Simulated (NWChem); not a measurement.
Species: SbCl2 cation; SMILES [Cl][Sb+][Cl]

All runs: NWChem. The level has its own optimisation; frequencies are unscaled.

**Question.** Estimate the computed values for B3LYP/3-21G (all-electron, non-relativistic). Quantities: r Cl–Sb (Å); highest harmonic frequency (cm⁻¹); lowest (cm⁻¹); zero-point energy (kcal/mol).

**Answer.** 
| Item | Result |
|---|---|
| r Cl–Sb (Å) | 2.403 |
| highest harmonic frequency (cm⁻¹) | 371 |
| lowest (cm⁻¹) | 117 |
| zero-point energy (kcal/mol) | 1.2 |
